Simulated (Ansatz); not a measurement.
Relaxation of ClF4H2OW (9 atoms, charge 0, multiplicity 2), to a largest force component of 0.03 eV/Å in at most 50 steps.

Computed with UHF/def2-SVP in Ansatz.

```xyz
9
Properties=species:S:1:pos:R:3
W 0.056 0.064 0.014
Cl -0.121 -0.129 2.372
F 1.854 0.106 -0.264
F 0.082 1.861 -0.272
F -1.769 0.136 -0.104
F 0.131 -1.764 -0.093
H -0.161 -0.179 -1.640
O -0.040 -0.043 5.169
H -0.546 -0.853 5.134
```

Q: Where does it end, and by what steps?

A: It converged. The force dipped under the threshold on the way, but the program's further checks kept it going. After 18 steps the energy has fallen by 0.101 eV; O8 moved furthest, 0.97 Å.

```csv
step,energy less start (eV),largest force component (eV/Å),accepted
0,0.0000,0.923,yes
1,-0.0557,0.704,yes
2,-0.0837,0.436,yes
3,-0.0898,0.469,yes
4,-0.0945,0.484,yes
5,-0.0978,0.103,yes
6,-0.0983,0.053,yes
7,-0.0984,0.027,yes
8,-0.0985,0.086,yes
9,-0.0987,0.061,yes
10,-0.0989,0.024,yes
11,-0.0990,0.149,yes
12,-0.0858,1.105,no
13,-0.0999,0.013,yes
14,-0.0964,0.640,no
15,-0.1001,0.153,yes
16,-0.0997,0.311,no
17,-0.1007,0.032,yes
18,-0.1010,0.014,yes
```

```xyz
9
Properties=species:S:1:pos:R:3
W 0.070 0.078 -0.126
Cl -0.060 -0.029 2.205
F 1.859 0.133 -0.461
F 0.099 1.865 -0.480
F -1.761 0.164 -0.180
F 0.186 -1.753 -0.156
H -0.234 -0.252 -1.749
O -0.203 -0.366 6.070
H -0.471 -0.641 5.194
```

Whether the end is a true minimum wasn't checked by a vibrational analysis.

The run took 2.9 min on 4 threads of Arm Neoverse V1 (shared host), peak memory 0.67 GiB.
